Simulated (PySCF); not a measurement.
**Ionisation energy of Bi⁷²⁺ by level of theory**

Bi⁷²⁺ [Ne] 3s1 [3s1/2^1, M_J = 1/2] → Bi⁷³⁺ [Ne], as a difference of total energies. Calculation: PySCF 2.14, in an even-tempered Gaussian basis (17 s from 27 bohr⁻², ratio 2.4; 14 p from 35 bohr⁻², ratio 2.4; 4 d from 110 bohr⁻², ratio 2.6; 4 f from 170 bohr⁻², ratio 2.6); the two-component X2C-1e Hamiltonian. Correlated levels: 1s2 frozen; the 46 highest virtual spinors dropped. "Screened" scales the spin-orbit matrix elements by Boettger's factors to mimic the two-electron term; Breit and QED terms are absent.

| method | ionisation energy (eV) |
| --- | --- |
| GHF (spin-free) | 9437.0 |
| GMP2 (spin-free) | 9437.8 |
| GHF (screened spin-orbit) | 9435.6 |
| GMP2 (screened spin-orbit) | 9436.4 |

Breit and QED terms and the two-electron picture change are absent.

For comparison: 9430 ± 70 eV (theoretical estimate listed by NIST; NIST Atomic Spectra Database, ionization energies).
